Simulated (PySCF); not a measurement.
## Gas-phase XPS of `FC[BH2-][PH3+]`, computed

Compound: CH₇BFP.
Geometry (PBE0-D3(BJ)/def2-SVP, Å), atoms numbered from 1 in this order:
```xyz
11
CH7BFP angstrom
F     -0.5389   -1.3173    0.0890
C     -1.3009   -0.1719    0.4044
B     -0.3885    1.1718    0.3084
P      1.3811    0.5412   -0.1681
H     -2.1508   -0.1539   -0.2974
H     -1.7113   -0.3325    1.4149
H     -0.6476    1.9447   -0.6047
H     -0.1828    1.7694    1.3566
H      2.0528   -0.3377    0.7120
H      2.3472    1.5670   -0.2952
H      1.5570   -0.1336   -1.3974
```

Computed, not measured: delta-SCF UKS SCAN, pcX-2 on the ionised atom, pcseg-1 elsewhere, spin-free X2C (PySCF 2.14.0). These are vertical core ionisation energies against the vacuum level, from separate self-consistent calculations with and without the core hole.

**Question.** What binding energy does each computed site have?

**Answer.** 
```json
{"atom(s)": "P4", "bonded to": "3 H and B", "level": "P 1s", "binding energy (eV)": "2151.88", "2p1/2 (eV)": "–", "count": "1"}
{"atom(s)": "F1", "bonded to": "C", "level": "F 1s", "binding energy (eV)": "691.74", "2p1/2 (eV)": "–", "count": "1"}
{"atom(s)": "C2", "bonded to": "F, 2 H and B", "level": "C 1s", "binding energy (eV)": "291.77", "2p1/2 (eV)": "–", "count": "1"}
{"atom(s)": "B3", "bonded to": "C, 2 H and P", "level": "B 1s", "binding energy (eV)": "194.00", "2p1/2 (eV)": "–", "count": "1"}
{"atom(s)": "P4", "bonded to": "3 H and B", "level": "P 2p3/2", "binding energy (eV)": "138.26", "2p1/2 (eV)": "139.16", "count": "1"}
```

**Question.** Which effective nuclear charge Zeff reproduces each element's mean 1s value in the hydrogen-like formula E = 13.606 eV × Zeff²?

**Answer.** B (Z = 5): mean 194.0 eV, Zeff = 3.78, Z − Zeff = 1.22; C (Z = 6): mean 291.8 eV, Zeff = 4.63, Z − Zeff = 1.37; F (Z = 9): mean 691.7 eV, Zeff = 7.13, Z − Zeff = 1.87; P (Z = 15): mean 2151.9 eV, Zeff = 12.58, Z − Zeff = 2.42. Means run over the listed sites, weighted by atom count.

Spin–orbit coupling isn't in the SCF: each 2p doublet comes from a relaxed spin-free hole plus a matrix of the shell (mean-field spin–orbit coupling and the ground-state 2p splitting), with 2p3/2 averaged over its two sublevels. 2p1/2 minus 2p3/2 (ligand field included): P 0.89 eV. The structure is a single PBE0-D3(BJ)/def2-SVP conformer in the gas phase; no vibrational or solvent corrections.
